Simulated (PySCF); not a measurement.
How do the members of this family differ from one of them?

PySCF, CAM-B3LYP/def2-SVPD, density fitting, gas phase; each molecule at its own PBE0-D3(BJ)/def2-SVP geometry, one conformer. Singlet excitations by full TDDFT with frozen cores, triplets by Tamm–Dancoff TDDFT and ionisation energies by ΔSCF, from the lowest of the holes tried. 

Torsions of the conformers computed, which needn't be the lowest (atom-mapped SMILES):
- `[BH3-:1][N@H+:2]([CH3:3])[CH2:4][CH3:5]`: B1–N2–C4–C5 -169°
- `[BH3-:1][N@H+:2]([CH3:3])[CH:4]1[CH2:5][CH2:6][CH2:7]1`: B1–N2–C4–C5 -172°
- `[BH3-:1][N@H+:2]([CH3:3])[CH2:4][CH2:5][CH3:6]`: B1–N2–C4–C5 -169°, N2–C4–C5–C6 175°
- `[BH3-:1][N@H+:2]([CH3:3])[CH2:4][CH:5]=[CH2:6]`: B1–N2–C4–C5 -170°, N2–C4–C5–C6 110°
- `[BH3-:1][N@H+:2]([CH3:3])[CH:4]([CH3:5])[CH3:6]`: B1–N2–C4–C5 73°
- `[BH3-:1][N@@H+:2]([CH3:3])[CH:4]1[CH2:5][CH2:6]1`: B1–N2–C4–C5 157°

Reference: `[BH3-][N@H+](C)CC`, with HOMO energy -9.07 eV, LUMO energy 0.84 eV, lowest singlet excitation 7.17 eV, lowest triplet excitation 7.02 eV, mean polarisability 65.9 au, dipole moment 5.43 D and vertical ionisation energy 10.17 eV.

Changes against it:

| molecule | Δ HOMO energy (eV) | Δ LUMO energy (eV) | Δ lowest singlet excitation (eV) | Δ lowest triplet excitation (eV) | Δ mean polarisability (au) | Δ dipole moment (D) | Δ vertical ionisation energy (eV) |
| --- | --- | --- | --- | --- | --- | --- | --- |
| [BH3-][N@H+](C)CC=C | -0.03 | -0.37 | -0.04 | -2.67 | +12.0 | -0.06 | +0.05 |
| [BH3-][N@H+](C)C(C)C | +0.02 | -0.01 | 0.00 | 0.00 | +11.0 | -0.13 | -0.08 |
| [BH3-][N@@H+](C)C1CC1 | +0.03 | +0.08 | +0.01 | +0.04 | +7.6 | -0.14 | -0.10 |

Rows whose labels were lost:

| row | Δ HOMO energy (eV) | Δ LUMO energy (eV) | Δ lowest singlet excitation (eV) | Δ lowest triplet excitation (eV) | Δ mean polarisability (au) | Δ dipole moment (D) | Δ vertical ionisation energy (eV) |
| --- | --- | --- | --- | --- | --- | --- | --- |
| P | +0.02 | +0.05 | +0.02 | +0.01 | +12.1 | +0.11 | -0.04 |
| Q | +0.04 | +0.09 | +0.06 | +0.08 | +18.8 | -0.13 | -0.09 |

Question: Which row belongs to which of `[BH3-][N@H+](C)C1CCC1` and `[BH3-][N@H+](C)CCC`?

Answer: P = `[BH3-][N@H+](C)CCC` and Q = `[BH3-][N@H+](C)C1CCC1`. P and Q are told apart most clearly by the mean polarisability (+12.1 against +18.8 au).
